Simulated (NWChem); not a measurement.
System: AlHBrCl; SMILES [AlH]([Cl])[Br]

Output (shortened):

```
             Northwest Computational Chemistry Package (NWChem) 7.3.0
             --------------------------------------------------------

                             Geometry "geometry" -> ""
                             -------------------------

 Output coordinates in angstroms (scale by  1.889725989 to convert to a.u.)

  No.       Tag          Charge          X              Y              Z
 ---- ---------------- ---------- -------------- -------------- --------------
    1 Al                  13.0000    -0.76720200    -0.61936100     0.00000000
    2 H                    1.0000    -2.32994200    -0.74378800     0.00000000
    3 Cl                  17.0000     0.43572500    -2.33351500     0.00000000
    4 Br                  35.0000     0.23505400     1.38750400     0.00000000

 Effective nuclear repulsion energy (a.u.)     260.4367561714

                              NWChem Property Module
                              ----------------------

                                 NWChem DFT Module
                                 -----------------

 Summary of "ao basis" -> "ao basis" (spherical)
 ------------------------------------------------------------------------------
       Tag                 Description            Shells   Functions and Types
 ---------------- ------------------------------  ------  ---------------------
 Al                         def2-svp                 8       18   4s3p1d
 H                          def2-svp                 3        5   2s1p
 Cl                         def2-svp                 8       18   4s3p1d
 Br                         def2-svp                12       32   5s4p3d

            General Information
            -------------------
          SCF calculation type: DFT
          Wavefunction type:  closed shell.
          No. of atoms     :     4
          No. of electrons :    66
           Alpha electrons :    33
            Beta electrons :    33
          Charge           :     0
          Spin multiplicity:     1
          Use of symmetry is: off; symmetry adaption is: off
          Maximum number of iterations: 150
          AO basis - number of functions:    73
                     number of shells:    31
          Convergence on energy requested:  1.00D-06
          Convergence on density requested:  1.00D-05
          Convergence on gradient requested:  5.00D-04

              XC Information
              --------------
                         B3LYP Method XC Potential
                     Hartree-Fock (Exact) Exchange  0.200
                        Slater Exchange Functional  0.800 local
                    Becke 1988 Exchange Functional  0.720 non-local
              Lee-Yang-Parr Correlation Functional  0.810
                  VWN I RPA Correlation Functional  0.190 local

             Grid Information
             ----------------
          Grid used for XC integration:  medium
          Radial quadrature: Mura-Knowles
          Angular quadrature: Lebedev.
          Tag              B.-S. Rad. Rad. Pts. Rad. Cut. Ang. Pts.
          ---              ---------- --------- --------- ---------
          Al                  1.25       88           8.0       590
          H                   0.35       45          10.0       434
          Cl                  1.00       88          10.0       590
          Br                  1.15      112          10.0       590
          Grid pruning is: on
          Number of quadrature shells:   333
          Spatial weights used:  Erf1

      Superposition of Atomic Density Guess
      -------------------------------------

 Sum of atomic energies:       -3273.70002394

      Non-variational initial energy
      ------------------------------

 Total energy =   -3274.152432
 1-e energy   =   -5073.336762
 2-e energy   =    1538.747574
 HOMO         =      -0.389468
 LUMO         =       0.020911

   convergence    iter        energy       DeltaE   RMS-Dens  Diis-err
 ---------------- ----- ----------------- --------- --------- ---------
 d= 0,ls=0.0,diis     1  -3277.0011455389 -3.54D+03  1.38D-02  3.91D-01
 d= 0,ls=0.0,diis     2  -3277.0002090083  9.37D-04  8.60D-03  3.10D-01
 d= 0,ls=0.0,diis     3  -3277.0422109769 -4.20D-02  1.88D-03  1.81D-02
 d= 0,ls=0.0,diis     4  -3277.0449666736 -2.76D-03  2.37D-04  1.51D-04
 d= 0,ls=0.0,diis     5  -3277.0449872016 -2.05D-05  5.17D-05  1.69D-05
  Resetting Diis
 d= 0,ls=0.0,diis     6  -3277.0449890142 -1.81D-06  1.15D-05  7.92D-07
 d= 0,ls=0.0,diis     7  -3277.0449890740 -5.98D-08  5.93D-06  4.55D-08

         Total DFT energy =    -3277.044989074022
      One electron energy =    -5074.624570287147
           Coulomb energy =     1675.883405564531
    Exchange-Corr. energy =     -138.740580522775
 Nuclear repulsion energy =      260.436756171368

 Numeric. integr. density =       66.000005822026

                       DFT Final Molecular Orbital Analysis
                       ------------------------------------

[...]

 DFT Linear Response polarizability / au
 Frequency  =       0.0773000 / au
 Wavelength =     589.4353558 / nm
              X              Y              Z
 -----------------------------------------------
 X      46.0170128      1.9856060     -0.0000006
 Y       1.9856094     61.5624626      0.0000005
 Z      -0.0000006      0.0000005     32.8766614
 -----------------------------------------------
 Eigenvalues =      45.7674012     61.8120742     32.8766614
 Isotropic   =      46.8187123
 Anisotropic =      25.1083733
 -----------------------------------------------

 Magnetic Dipole Response Matrix (nonzero elements):

 Exiting AOResponse driver routine
```

Level: B3LYP/def2-SVP. The geometry was optimised at PBE0/def2-SVP.

Write an input that gives this output.

One answer among several that fit: the input that was run:
```
start job
memory heap 200 mb stack 900 mb global 1100 mb
geometry units angstroms noautosym nocenter noautoz
  Al    -0.767202    -0.619361     0.000000
  H     -2.329942    -0.743788     0.000000
  Cl     0.435725    -2.333515     0.000000
  Br     0.235054     1.387504     0.000000
end
basis spherical
  Al library def2-svp
  H library def2-svp
  Cl library def2-svp
  Br library def2-svp
end
dft
  xc b3lyp
  iterations 150
end
property
  response 1 0.0773
end
task dft property
```
